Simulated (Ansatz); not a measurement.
A barrier at the coupled-cluster level

Start structure (CH6InN, singlet), relaxed at PBE0-D4/def2-TZVP:

```
9
angstrom
In -1.4789 -1.7863 -0.5188
N -0.6213 -1.5013 1.3515
H -0.0060 1.1984 0.0134
C 0.5621 1.2349 -0.9164
H 0.1661 -0.9021 1.5587
H -0.8848 -1.9939 2.1946
H 1.2348 0.3782 -0.9721
H 1.1494 2.1524 -0.9450
H -0.1214 1.2196 -1.7657
```

The step: InNH₂ ([NH2][In]) + CH₄ → CH₃In ([CH3][In]) + NH₃; bonds formed: In1–C4, N2–H3; bonds broken: In1–N2, H3–C4. Computed with Ansatz 0.2.0 (basis: def2-TZVPP and def2-QZVPP); correlated methods freeze the cores. Filled d shells of the heavier atoms are correlated. Core potentials replace the inner electrons of the atoms past krypton. The def2 sets are not built for correlating such inner shells, so the correlated values are less sure here. Extrapolation: Hartree–Fock as exp(−7.88 √X), correlation as X^−2.97. Energies below are by CCSD(T) at an estimated basis limit (MP2 extrapolated from triple and quadruple zeta, plus CCSD(T) − MP2 in triple zeta).

Task: What are the electronic barrier and the energy of the step, from the start structure to the end structure? (To be estimated.)

Result: Computed: Barrier 150.1 kJ/mol; step energy 43.2 kJ/mol (uphill); reverse barrier, their difference, 107.0 kJ/mol. Barrier and step energy count from the start structure, the reverse barrier from the end structure.

The saddle point: One imaginary mode of 1514i cm⁻¹.
```
  pair  start (Å)  saddle (Å)  end (Å)
In1–C4       3.67        2.58     2.26
 N2–H3       3.08        1.31     1.01
In1–N2       2.08        2.31     2.67
 H3–C4       1.09        1.43     2.87
```

Zero-point energy (harmonic, PBE0-D4): ZPE is 179.8 kJ/mol at the start and 171.2 kJ/mol at the saddle, so the barrier goes from 150.1 to 141.5 kJ/mol.

The T1 diagnostic stays at or below 0.016.

Labels in which every atom is bracketed show which atoms are joined, not bond orders.

For scale, one of the runs: CCSD(T)/def2-TZVPP, 196 basis functions, launched by `ansatz run in.yaml --threads 4 --pin off --events-out ev --progress --plain --max-ram 9574MiB`. Hardware: 4 CPU threads of an Arm Neoverse V1, shared host. Wall time 56 s; peak host memory 2.6 GiB.
